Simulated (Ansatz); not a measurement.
`[OH][Ta]([OH])([OH])([OH])[F]`, 10 atoms. The species carries charge 0 and has multiplicity 1. Correlated methods include outer-core shells of Ta, which these sets cover unevenly. Ta: def2 effective core potential. Hardware: A = 2 threads of an AMD EPYC 7R13 on a shared host and a share of an NVIDIA H100 80 GB; B = 2 threads of an AMD EPYC 7R13 on a shared host. Correlated methods freeze the cores. Open-shell runs search over several starts.

Task: Give the basis size and wall time and peak host memory of each of these runs in Ansatz. RKS PBE0-D4/def2-TZVP frequencies [A]; RHF-MP2/def2-QZVPP energy [A]; UKS B3LYP-D4/def2-TZVPP energy of the cation [B]; RKS ωB97M-V/def2-TZVPP energy and forces [B]; RKS PBE0-D4/def2-QZVPP energy [A]; UKS PBE-D4/def2-TZVPP energy of the cation [B]; direct RPA on PBE orbitals/def2-TZVPP energy [B]; UHF-MP2/def2-QZVPP energy of the cation [A]; UKS ωB97X-V/def2-TZVPP energy of the cation [B]; UKS PBE0-D4/def2-TZVPP energy of the cation [B]; UHF-CCSD(T)/def2-TZVPP energy of the cation [A]; RHF-CCSD(T)/def2-SVP energy [A]. (An estimate is asked.)

Result: Ansatz gave: Other jobs shared the machine, so times are rough.

```csv
level,job,functions,wall time,peak host memory (GiB)
RHF-CCSD(T)/def2-SVP,energy [A],122,4 s,0.77
RHF-MP2/def2-QZVPP,energy [A],486,5.5 s,1.1
RKS PBE0-D4/def2-QZVPP,energy [A],486,7.5 s,1.1
direct RPA on PBE orbitals/def2-TZVPP,energy [B],267,13 s,0.81
RKS ωB97M-V/def2-TZVPP,energy and forces [B],267,20 s,1
UHF-MP2/def2-QZVPP,energy of the cation [A],486,27 s,1.1
UKS PBE-D4/def2-TZVPP,energy of the cation [B],267,29 s,0.59
UKS B3LYP-D4/def2-TZVPP,energy of the cation [B],267,30 s,1
UKS PBE0-D4/def2-TZVPP,energy of the cation [B],267,45 s,1.4
UHF-CCSD(T)/def2-TZVPP,energy of the cation [A],267,66 s,0.9
RKS PBE0-D4/def2-TZVP,frequencies [A],219,72 s,0.87
UKS ωB97X-V/def2-TZVPP,energy of the cation [B],267,110 s,1.7
```

B3LYP here is the variant with VWN-RPA as its local correlation; programs differ in this.
